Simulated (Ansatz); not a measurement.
Born–Oppenheimer molecular dynamics of ClGaH₂O₂ (6 atoms, charge 0, multiplicity 1). It starts from a relaxed structure.

Theory: RKS LDA/def2-SVP (Ansatz 0.2.0).

```yaml
ensemble: NVT, Nosé–Hoover chain
time_step: 0.5 fs
steps_asked: 300
set_temperature: 700 K
thermostat: time constant 3 fs, chain length 1
seed: 142402
```

First frame:

```xyz
6
Properties=species:S:1:pos:R:3
Ga 0.014 -0.113 -0.029
O 0.018 -0.083 1.734
H -0.861 -0.216 2.134
Cl 1.857 0.204 -0.992
O -1.389 -0.383 -1.062
H -2.218 -0.537 -0.570
```

Problem. How far do the bonds stretch over the last three quarters of this one trajectory? (Pairs bonded in most of those frames.)

Solution. 
```tsv
bond	mean (Å)	spread (Å)	shortest	longest
Ga1–O2	1.777	0.010	1.76	1.80
Ga1–Cl4	2.132	0.041	2.06	2.19
Ga1–O5	1.784	0.054	1.69	1.88
O2–H3	0.989	0.052	0.88	1.09
O5–H6	0.977	0.005	0.96	0.99
```

Mean temperature of the second half: 704 K. The conserved energy stayed within 1.8 meV per atom of its start (net change 0.4 meV per atom), so the integration is sound. A run of 0.15 ps of so small a system gives no equilibrium averages.

Time of the run: 5.3 min on 1 thread of AMD EPYC 7B13 (Zen 3), on a shared host, peak memory 0.14 GiB.
